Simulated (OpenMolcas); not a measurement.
Multiplet structure of Cu5+

| Item | Value |
| --- | --- |
| Program | OpenMolcas |
| Method | CASSCF |
| Basis | ANO-RCC-VQZP [7s6p4d3f2g1h] |
| Scalar Hamiltonian | DKH2, point nucleus |
| Active space | 6 electrons in 5 orbitals (3d) |
| State averaging | 2S+1 = 5 even, 5 roots; 2S+1 = 3 even, 45 roots; 2S+1 = 1 even, 50 roots |
| Spin-orbit coupling | state interaction with AMFI integrals over the reference wave functions, term energies averaged over their components |

With spin-orbit coupling, above the lowest level:

| Configuration | Term | J | E (cm⁻¹) | Measured (cm⁻¹) | g | Term weight % |
| --- | --- | --- | --- | --- | --- | --- |
| 3d⁶ | ⁵D | 4 | 0.0 | 0.0 | 1.500 | 100 |
| 3d⁶ | ⁵D | 3 | 1122 | 1196 | 1.501 | 100 |
| 3d⁶ | ⁵D | 2 | 1890 | 1987 | 1.501 | 100 |
| 3d⁶ | ⁵D | 1 | 2379 | 2490 | 1.501 | 100 |
| 3d⁶ | ⁵D | 0 | 2618 | 2733 |  | 100 |
| 3d⁶ | ³H | 6 | 32906 | 30418 | 1.166 | 99 |
| 3d⁶ | ³H | 5 | 33439 | 31009 | 1.038 | 97 |
| 3d⁶ | ³H | 4 | 33790 | 31288 | 0.812 | 95 |
| 3d⁶ | ³P(1) | 2 | 35705 | 29285 | 1.499 | 99 |
| 3d⁶ | ³F(1) | 4 | 37528 | 32756 | 1.224 | 89 |
| 3d⁶ | ³F(1) | 3 | 38177 | 33296 | 1.062 | 93 |
| 3d⁶ | ³F(1) | 2 | 38681 | 33740 | 0.668 | 99 |
| 3d⁶ | ³P(1) | 1 | 38985 | 32685 | 1.498 | 99 |
| 3d⁶ | ³P(1) | 0 | 40205 | 33868 |  | 98 |
| 3d⁶ | ³G | 5 | 41535 | 37378 | 1.196 | 97 |
| 3d⁶ | ³G | 4 | 42646 | 38469 | 1.062 | 91 |
| 3d⁶ | ³G | 3 | 43039 | 38907 | 0.772 | 93 |
| 3d⁶ | ¹I | 6 | 49776 | 46406 | 1.001 | 99 |
| 3d⁶ | ¹G(1) | 4 | 52770 | 47612 | 1.002 | 98 |
| 3d⁶ | ³D | 1 | 53546 | 46848 | 0.503 | 100 |
| 3d⁶ | ³D | 2 | 53552 | 46714 | 1.166 | 98 |
| 3d⁶ | ³D | 3 | 53882 | 47119 | 1.333 | 100 |
| 3d⁶ | ¹S(1) | 0 | 61157 | 53787 |  | 98 |
| 3d⁶ | ¹D(1) | 2 | 65139 | 54747 | 1.002 | 98 |
| 3d⁶ | ¹F | 3 | 74770 | 64968 | 1.002 | 98 |
| 3d⁶ | ³P(2) | 0 | 87231 | 74712 |  | 100 |
| 3d⁶ | ³F(2) | 2 | 88228 | 77145 | 0.667 | 100 |
| 3d⁶ | ³P(2) | 1 | 88262 | 75774 | 1.501 | 100 |
| 3d⁶ | ³F(2) | 4 | 88293 | 77224 | 1.249 | 99 |
| 3d⁶ | ³F(2) | 3 | 88490 | 77468 | 1.083 | 98 |
| 3d⁶ | ³P(2) | 2 | 90404 | 77909 | 1.500 | 100 |
| 3d⁶ | ¹G(2) | 4 | 99716 | 87506 | 1.001 | 99 |
| 3d⁶ | ¹D(2) | 2 | 134144 | 117084 | 1.000 | 100 |
| 3d⁶ | ¹S(2) | 0 | 173339 |  |  | 100 |

Against the 32 measured excited levels shown (Sugar and Musgrove, J. Phys. Chem. Ref. Data 19, 527 (1990)) the mean absolute deviation is 6600 cm-1; the largest miss in energy is 3d⁶ ¹D₂(2): computed 134144, measured 117084 cm⁻¹ (+14.6 %), and the largest in proportion 3d⁶ ³P₂(1) (+21.9 %).

Spin-orbit coupling puts the lowest level 1185 cm⁻¹ below the lowest spin-free term.

A least-squares Racah fit to the terms below 60000 cm-1, each weighted by 2L + 1 and with a free common offset, gives B = 1689 cm-1 and C = 6386 cm-1 (C/B = 3.78), with an rms deviation of 19 cm-1.

For ⁵D the intervals divided by the larger J are -239.1, -244.8, -255.7, -280.6 cm-1. Landé's interval rule makes them equal in pure LS coupling; they differ by 16 % of their mean. The multiplet is inverted.

Without dynamic correlation excited terms often stand tens of per cent too high (terms of higher spin than the ground term too low), and those without a measured partner can miss by more than the paired ones. Some levels mix across a computed gap that differs much from the measured one, so their mixing is not that of the real levels. Computed and measured levels are paired by configuration, term and J; levels that our copy of the source lacks, or whose pairing is in doubt (as where it misses far off the trend of its configuration), stay unpaired and out of the deviations. Levels of configurations outside the active space are missing.

The RASSCF and RASSI steps took 22 s on 1 thread of Arm Neoverse V2, on a shared host; the integral step is not counted.

The term weight is that of the spin-free term in the level, not the purity of its configuration. A number in round brackets counts repeated terms of one configuration in the order of the reference energies.
